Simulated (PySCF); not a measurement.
C₃H₈BCl, SMILES ClB(CC)C. The structure is a stationary point at PBE-D3(BJ)/def2-SVP. The values are those of a single conformer.

Computed equilibrium geometry at PBE-D3(BJ)/def2-SVP (PySCF confirms it by a frequency run) as a Z-matrix (one conformer of several):
```
B
C 1 1.5704
H 2 1.1082 1 113.47
H 2 1.1088 3 109.57 1 -126.83
H 2 1.1140 3 107.21 4 -114.11
C 1 1.5721 2 123.11 3 13.77
H 6 1.1160 1 106.69 2 45.04
H 6 1.1188 7 102.46 1 109.24
C 6 1.5294 7 111.41 8 118.52
H 9 1.1085 6 111.25 7 -177.55
H 9 1.1087 10 107.81 6 -123.27
H 9 1.1089 10 106.55 11 -115.31
Cl 1 1.7845 2 117.67 3 -166.74
```
Charge 0, spin multiplicity 1.
